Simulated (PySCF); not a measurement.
SMILES C=C/C=C\O[SiH3], singlet, GFN2-xTB optimised geometry.

```
14

C      2.03     1.69     0.10
C      1.12     0.72     0.08
C      1.44    -0.68     0.03
C      0.59    -1.71     0.00
O     -0.74    -1.71     0.00
Si    -2.02    -0.71     0.00
H      1.77     2.73     0.14
H      3.09     1.46     0.09
H      0.07     0.98     0.10
H      2.50    -0.92     0.02
H      0.98    -2.73    -0.03
H     -2.01     0.16    -1.18
H     -3.09    -1.69    -0.04
H     -2.05     0.11     1.22
```

Density from PBE/def2-TZVP (PySCF) at that geometry.

Minimum of the electron density along straight lines between bonded atoms, close to the bond critical point (lines longer than 1.1 times the sum of covalent radii, or with two minima, are not listed):

```
bond     length / Å  ρ at the minimum / e bohr⁻³  ∇²ρ there / e bohr⁻⁵  position (fraction from the first atom)
-------  ----------  ---------------------------  --------------------  ---------------------------------------
C1–C2         1.330                        0.350                 -1.05                                     0.49
C2–C3         1.441                        0.284                 -0.77                                     0.50
C3–C4         1.338                        0.346                 -1.03                                     0.48
C4–O5         1.336                        0.294            (withheld)                                     0.34
O5–Si6        1.623                        0.138            (withheld)                                     0.58
C1–H7         1.076                        0.286                 -1.00                                     0.64
C1–H8         1.078                        0.284                 -0.99                                     0.64
C2–H9         1.081                        0.284                 -0.99                                     0.64
C3–H10        1.081                        0.282                 -0.97                                     0.64
C4–H11        1.086                        0.288                 -1.02                                     0.65
Si6–H12       1.464                        0.126                  0.16                                     0.50
Si6–H13       1.455                        0.129                  0.16                                     0.50
Si6–H14       1.465                        0.126                  0.16                                     0.50
```

**Question.** Some entries are withheld; supply them.

**Answer.** 
- C4–O5, ∇²ρ there / e bohr⁻⁵: -0.33
- O5–Si6, ∇²ρ there / e bohr⁻⁵: 0.91
